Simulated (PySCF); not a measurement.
NMR data simulated for an unnamed compound:

¹H NMR (600 MHz, computed): δ 6.17 (m, 1H), 5.39 (m, 1H), 5.39 (m, 1H), 2.58 (m, 1H), 1.95 (m, 1H), 1.78 (m, 1H), 1.65 (m, 1H), 1.62 (m, 1H), 1.53 (m, 1H), 1.52 (m, 1H), 1.43 (m, 1H), 1.34 (m, 1H), 1.30 (m, 1H), 1.23 (m, 1H), 1.21 (m, 1H), 1.09 (m, 1H).

¹³C{¹H} NMR (computed): δ 144.4 (CH), 117.0 (CH2), 47.0 (CH), 41.7 (CH2), 41.5 (CH), 37.0 (CH), 35.1 (CH2), 30.8 (CH2), 30.3 (CH2), 21.0 (CH2).

How the numbers were obtained: B97-2/pcSseg-1 with gauge-including orbitals, geometry: PBE0-D3(BJ)/def2-SVP, in PySCF 2.14 (no relativistic terms, in vacuum, single conformer).

Chemical shifts δ = σref − σ; ¹H (31.38 ppm), ¹³C (183.69 ppm) vs TMS, all at this level.

Which of these does the molecule contain: a vinyl group CH=CH2, a carboxylic acid, a Si–CH3 group, a CF3 group, a non-aromatic C=C double bond?

Answers


- A vinyl group CH=CH2: yes (δC 117.0, 144.4; δH 5.39 (m), 5.39 (m), 6.17 (m)).
- A carboxylic acid: no.
- A Si–CH3 group: no.
- A CF3 group: no.
- A non-aromatic C=C double bond: yes.

The data belong to `C=C[C@@H]1C[C@@H]2CCC[C@H]1C2`, C10H16; they needn't prove each group on their own.

Carbon signals by region: 2 in the sp2 and nitrile region (100–160 ppm), 8 below 50 ppm.

Shifts are as computed. Against solution values, carbons near 30 ppm lie about +1 ppm off and those near 130 ppm about +2 ppm. Of 1211 compounds with measured shifts, 218 miss one by over three times the rms of a fit or turn the order of signals round; such compounds aren't used in these exercises. No couplings were computed; multiplicities are counted from neighbouring protons, with m where these are inequivalent, close in shift, in a saturated or five-membered ring or joined by F or P, and br s for small geminal =CH2 splittings.
